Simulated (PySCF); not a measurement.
B-trichloroborazine (B₃Cl₃H₃N₃), SMILES ClB1NB(Cl)NB(Cl)N1.

The structure is a stationary point at B3LYP-D3(BJ)/def2-SVP.

The numbers are results of CAM-B3LYP/def2-SVP (PySCF), not measurements.

The molecule is in vacuum.

```
Quantity                                                                                                       Result
---------------------------------------------------------------------------------------------  ----------------------
total energy                                                                                      -1620.94643 hartree
point group                                                                                                       D3h
highest occupied level                                                                                       -9.67 eV
lowest empty level                                                                                            1.52 eV
orbital gap                                                                                                  11.18 eV
dipole moment                                                                                                  0.00 D
quadrupole, principal values (traceless, Buckingham form, about the centre of nuclear charge)  -0.68, -0.68, 1.36 D·Å
mean static polarisability                                                                      75.1 bohr³ (11.13 Å³)
polarisability, principal values                                                               43.8, 90.7, 90.7 bohr³
```
